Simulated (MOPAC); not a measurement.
Job for MOPAC: PM7 on H3NOSn (SMILES [NH2][Sn][OH]), a point of a torsion scan.

```
PM7 1SCF PRECISE CHARGE=0 THREADS=1
H3NOSn

N     -1.11294370 1    -0.03036463 1     0.30960555 1
Sn     0.18909116 1    -1.44537606 1     1.15062460 1
O      1.35144896 1    -1.80583205 1    -0.48470715 1
H     -2.11624794 1    -0.16033215 1     0.25789259 1
H     -0.84937707 1     0.36421420 1    -0.58811512 1
H      1.24519611 1    -1.43589975 1    -1.35756700 1
```

It printed:

```
*******************************************************************************
 **                                                                           **
 **                              MOPAC v23.2.5                                **
 **                                                                           **
 *******************************************************************************
 ** MOPAC's Digital Object Identifier: https://doi.org/10.5281/zenodo.6511958 **
 **                                                                           **
 ** Please cite the open-source release paper for use of this MOPAC version:  **
 ** J. E. Moussa and J. J. P. Stewart (2026)                                  **
 ** MOPAC: An open-source semiempirical molecular orbital program             **
 ** J. Open Source Softw., 11(119), 8025, https://doi.org/10.21105/joss.08025 **
 *******************************************************************************

                              PM7 CALCULATION RESULTS

 *******************************************************************************
 *  PM7        - The PM7 Hamiltonian to be used
 *
 *
 *
 *                 CHARGE ON SYSTEM = 0
 *
 *
 *
 *  PRECISE    - TIGHTER CRITERIA TO BE USED
 *  1SCF       - DO 1 SCF AND THEN STOP
 *  THREADS=1  - MULTI-THREADING NOT USED
 *  T=         - A TIME OF 172800.0 SECONDS REQUESTED
 *  DUMP=N     - RESTART FILE WRITTEN EVERY 7200.0 SECONDS REQUESTED
 *******************************************************************************
PM7 1SCF PRECISE CHARGE=0 THREADS=1
 H3NOSn

   ATOM   CHEMICAL          X               Y               Z
  NUMBER   SYMBOL      (ANGSTROMS)     (ANGSTROMS)     (ANGSTROMS)

     1       N         -1.11294370  *  -0.03036463  *   0.30960555  *
     2      Sn          0.18909116  *  -1.44537606  *   1.15062460  *
     3       O          1.35144896  *  -1.80583205  *  -0.48470715  *
     4       H         -2.11624794  *  -0.16033215  *   0.25789259  *
     5       H         -0.84937707  *   0.36421420  *  -0.58811512  *
     6       H          1.24519611  *  -1.43589975  *  -1.35756700  *



          CARTESIAN COORDINATES

    NO.       ATOM           X           Y           Z

     1         N         -1.1129     -0.0304      0.3096
     2        Sn          0.1891     -1.4454      1.1506
     3         O          1.3514     -1.8058     -0.4847
     4         H         -2.1162     -0.1603      0.2579
     5         H         -0.8494      0.3642     -0.5881
     6         H          1.2452     -1.4359     -1.3576

 General Reference for PM7:
 "Optimization of Parameters for Semiempirical Methods VI: More Modifications to the
 NDDO Approximations and Re-optimization of Parameters", J. J. P. Stewart, J. Mol. Mod., 1:32, 19 (2013)
 https://link.springer.com/article/10.1007/s00894-012-1667-x

           Empirical Formula: H3 N O Sn  =     6 atoms



      MOLECULAR POINT GROUP   :   C1


      RHF CALCULATION, NO. OF DOUBLY OCCUPIED LEVELS = 9


 -------------------------------------------------------------------------------
 PM7 1SCF PRECISE CHARGE=0 THREADS=1
 H3NOSn



     1SCF WAS SPECIFIED, SO BFGS WAS NOT USED
     SCF FIELD WAS ACHIEVED


                              PM7 CALCULATION
                                                       MOPAC v23.2.5 Linux




          FINAL HEAT OF FORMATION =        -18.71587 KCAL/MOL =     -78.30719 KJ/MOL


          COSMO AREA              =        107.48 SQUARE ANGSTROMS
          COSMO VOLUME            =         96.03 CUBIC ANGSTROMS

          IONIZATION POTENTIAL    =          9.618970 EV
          HOMO LUMO ENERGIES (EV) =         -9.619  0.948
          NO. OF FILLED LEVELS    =          9
          MOLECULAR WEIGHT        =        151.7198         POINT GROUP:  C1

          MOLECULAR DIMENSIONS (Angstroms)

            Atom       Atom       Distance
            H     6    H     4     3.94158
            H     5   Sn     2     2.60783
            H     6    H     5     0.62589


          SCF CALCULATIONS        =          1





   ATOM   CHEMICAL          X               Y               Z
  NUMBER   SYMBOL      (ANGSTROMS)     (ANGSTROMS)     (ANGSTROMS)

     1       N         -1.11294370  *  -0.03036463  *   0.30960555  *
     2      Sn          0.18909116  *  -1.44537606  *   1.15062460  *
     3       O          1.35144896  *  -1.80583205  *  -0.48470715  *
     4       H         -2.11624794  *  -0.16033215  *   0.25789259  *
     5       H         -0.84937707  *   0.36421420  *  -0.58811512  *
     6       H          1.24519611  *  -1.43589975  *  -1.35756700  *

                             CARTESIAN COORDINATES

   1    N       -1.112943700    -0.030364630     0.309605550
   2   Sn        0.189091160    -1.445376060     1.150624600
   3    O        1.351448960    -1.805832050    -0.484707150
   4    H       -2.116247940    -0.160332150     0.257892590
   5    H       -0.849377070     0.364214200    -0.588115120
   6    H        1.245196110    -1.435899750    -1.357567000


           Empirical Formula: H3 N O Sn  =     6 atoms



      MOLECULAR POINT GROUP   :   C1


                  EIGENVALUES
 -34.15980 -26.56749 -16.25776 -15.73838 -14.27221 -12.15305 -11.67003 -10.07426
  -9.61897   0.94819   1.83167   2.12809   5.99717   6.61129   6.94176


              NET ATOMIC CHARGES AND DIPOLE CONTRIBUTIONS

  ATOM NO.   TYPE          CHARGE      No. of ELECS.   s-Pop       p-Pop
    1          N          -0.935613        5.9356     1.63938     4.29624
    2         Sn           0.964300        3.0357     1.62369     1.41201
    3          O          -0.915270        6.9153     1.79052     5.12475
    4          H           0.273441        0.7266     0.72656
    5          H           0.249077        0.7509     0.75092
    6          H           0.364064        0.6359     0.63594
 DIPOLE           X         Y         Z       TOTAL
 POINT-CHG.    -1.682    -0.905     3.330     3.839
 HYBRID        -0.124     1.959    -5.569     5.904
 SUM           -1.807     1.054    -2.238     3.064


          ATOMIC ORBITAL ELECTRON POPULATIONS

     Atom    s        px        py        pz
    1  N   1.63938   1.23976   1.62588   1.43059
    2 Sn   1.62369   0.29884   0.30817   0.80500
    3  O   1.79052   1.83257   1.84317   1.44902
    4  H   0.72656
    5  H   0.75092
    6  H   0.63594

 **********************
 *                    *
 * JOB ENDED NORMALLY *
 *                    *
 **********************




 == MOPAC DONE ==
```

The run finished.

Cost: roughly 0.020 core-seconds.
